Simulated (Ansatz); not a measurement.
## Abstraction of Cl: SiH2(SiH3)Cl + GeH(GeH3)Cl → SiH3(SiH2) + GeH(GeH3)Cl2

Species: SiH2(SiH3)Cl, singlet; GeH(GeH3)Cl, doublet; SiH3(SiH2), doublet; GeH(GeH3)Cl2, singlet. A radical takes Cl: the energy is the difference in strength between the Si–Cl bond broken and the Ge–Cl bond made.

Shapes, held fixed at every level: PBE0-D4/def2-TZVP. Programs: Ansatz 0.2.0. The zero-point and thermal change to 298 K, harmonic and unscaled (PBE0-D4/def2-TZVP), is -2.0 kJ/mol.

(1) Estimate ΔH(298 K) of this reaction.

Answers

(1) The highest level, CCSD(T)/def2-TZVPP, gives ΔH(298 K) = +35.2 kJ/mol; the levels span +28.7 to +50.4. The column of differences is taken from that level and isn't an error. No measured value is set beside it here. Open shells run unrestricted. Relativity is left out for Ge. Outer-core shells of Ge are correlated, in sets that cover them unevenly.

```csv
level,kind,ΔH(298 K) (kJ/mol),less CCSD(T)/def2-TZVPP
HF/def2-SVP,Hartree–Fock,+31.5,-3.7
HF/def2-TZVPP,Hartree–Fock,+40.7,+5.5
PBE0-D4/def2-TZVPP,global hybrid,+39.5,+4.3
wB97M-V/def2-TZVPP,range-separated hybrid,+50.4,+15.2
wB97X-V/def2-TZVPP,range-separated hybrid,+43.0,+7.8
CCSD/def2-SVP,coupled cluster or CI,+28.7,-6.5
CCSD/def2-TZVPP,coupled cluster or CI,+36.1,+0.9
CCSD(T)/def2-TZVPP,coupled cluster or CI,+35.2,0.0
```
